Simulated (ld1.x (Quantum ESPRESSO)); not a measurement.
# selenium, PAW: configuration errors across variants

* Element: Se
* Generator: ld1.x (Quantum ESPRESSO) 7.5
* Type: PAW
* Functional: PBEsol
* Relativity: scalar-relativistic
* Frozen core: [Ar]
* Valence charge: 16
* Reference configuration: 3d10 4s2 4p4
* Partial waves: 4s (bound): rcut 1.35, rcutus 1.80 bohr; 4s channel at 0.4 Ry: rcut 1.35, rcutus 1.80 bohr; 4p (bound): rcut 1.30, rcutus 1.45 bohr; 4p channel at 0.85 Ry: rcut 1.30, rcutus 1.45 bohr; 3d (bound): rcut 0.70, rcutus 0.90 bohr; 3d channel at 1.45 Ry: rcut 0.70, rcutus 0.90 bohr
* Local potential: all-electron potential smoothed inside 1.70 bohr (lloc = -1)
* Core correction: Bessel-smoothed model core, default radius (core density twice the valence density)
* Augmentation charge: PSQ, inside the norm-conserving radii

All-electron excitation energies from the reference (eV): (1) 3d10 4s2 4p3 10.850; (2) 3d10 4s2 4p2 31.217; (3) 3d10 4s2 4p1 62.118; (4) 3d10 4s1 4p5 10.888; (5) 3d10 4s2 4p4.3 -1.592; (6) 3d10 4s1 4p4 22.393; (7) 3d9 4s2 4p5 51.672.

Errors AE − PS in meV (a dash: test not solved or not reliable):

```csv
change,(1),(2),(3),(4),(5),(6),(7),bound ghosts
base,-1.8,-5.4,-12,-1.0,+0.2,-2.9,-281,none
"waves 3d (bound): rcut 0.54, rcutus 0.58 bohr; 3d channel at 1.45 Ry: rcut 0.54, rcutus 0.58 bohr",-1.8,-5.4,-12,-1.0,+0.3,-3.0,-259,none
"waves 3d (bound): rcut 0.68, rcutus 0.72 bohr; 3d channel at 1.45 Ry: rcut 0.68, rcutus 0.72 bohr",-1.8,-5.4,-12,-1.0,+0.3,-3.0,-256,none
"waves 3d (bound): rcut 0.70, rcutus 0.84 bohr; 3d channel at 1.45 Ry: rcut 0.70, rcutus 0.84 bohr",-1.8,-5.4,-12,-1.0,+0.3,-2.9,-274,none
"waves 3d (bound): rcut 0.70, rcutus 1.10 bohr; 3d channel at 1.45 Ry: rcut 0.70, rcutus 1.10 bohr",-1.8,-5.4,-12,-1.0,+0.2,-3.0,–,none
"waves 3d (bound): rcut 0.70, rcutus 1.18 bohr; 3d channel at 1.45 Ry: rcut 0.70, rcutus 1.18 bohr",-1.8,-5.4,-12,-1.0,+0.3,-3.0,-280,none
"waves 3d (bound): rcut 0.70, rcutus 1.30 bohr; 3d channel at 1.45 Ry: rcut 0.70, rcutus 1.30 bohr",-1.8,-5.4,-12,-1.0,+0.3,-3.0,-347,none
```

(1) Give the same row for: waves 3d (bound): rcut 0.70, rcutus 0.94 bohr; 3d channel at 1.45 Ry: rcut 0.70, rcutus 0.94 bohr.

Results:

(1) -1.9, -5.4, -12, -1.0, +0.2, -3.0, -284; bound ghosts: none.
